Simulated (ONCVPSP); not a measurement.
# Which change was made? (Dy, ONCV)

Dy (Z = 66), optimised norm-conserving Vanderbilt (ONCV), made with ONCVPSP 4.0.1 (Wu-Cohen, non-relativistic). Core [Kr] 4d10, reference 4f10 5s2 5p6 6s2. Waves: 5s+6s: rc 2.50 bohr, ncon 5, nbas 8, qcut 5.8 1/bohr, 2 projectors; 5p: rc 2.50 bohr, ncon 4, nbas 7, qcut 6.1 1/bohr, 3 projectors, debl 3.2 Ha; d scattering state at 0.02 Ha: rc 2.60 bohr, ncon 3, nbas 6, qcut 4.1 1/bohr, 1 projector; 4f: rc 0.65 bohr, ncon 4, nbas 7, qcut 16.8 1/bohr, 1 projector. Local part: polynomial inside 0.50 bohr (lpopt 5, dvloc0 6 Ha). Core correction: Teter function, fcfact 5.75, rcfact 1.

In the d channel the program set the typed energies aside and used 0.050 Ha.

Cutoffs, loose and tight: the cutoffs (Ha) at which the residual kinetic energy of the hardest occupied pseudo-wave falls to 1 and 0.1 mHa per electron. They do not see the model core or the augmentation charge, which bear on the density cutoff. Test errors are all-electron minus pseudo excitation energies from the reference, over the configurations 4f10 5s2 5p6 6s1; 4f10 5s2 5p6 6s0; 4f9 5s2 5p6 6s0; 4f10 5s2 5p6 5d1 6s0; variants that change the core or the reference have their own tests.

The base gives: outcome: generated, projector energies reset by the program; cutoff, loose: 491 Ha; cutoff, tight: 660 Ha; bound ghosts: s, p, d; GHOST(+) flags above zero: p; largest test error (meV): tests left out (the all-electron energies of this program are off by 10 to 40 meV for near-neutral 4f atoms).

Task: After one change the result is: outcome: generated, projector energies reset by the program; cutoff, loose: 615 Ha; cutoff, tight: 853 Ha; bound ghosts: s, p, d; GHOST(+) flags above zero: d; largest test error (meV): tests left out (the all-electron energies of this program are off by 10 to 40 meV for near-neutral 4f atoms). Which change was it?
A. s: qcut 3.8; p: qcut 4; d: qcut 2.7; f: qcut 11.1
B. s: qcut 8.1; p: qcut 8.5; d: qcut 5.7; f: qcut 23.3
C. s: qcut 7.6; p: qcut 8; d: qcut 5.4; f: qcut 22.1

Result: A. The others give: s: qcut 7.6; p: qcut 8; d: qcut 5.4; f: qcut 22.1 → outcome: failed: oncvpsp: lschvkbb ERROR 2 0 100 | s: qcut 8.1; p: qcut 8.5; d: qcut 5.7; f: qcut 23.3 → outcome: failed: ERROR pspot: first pseudo wave function has node, program will stop.
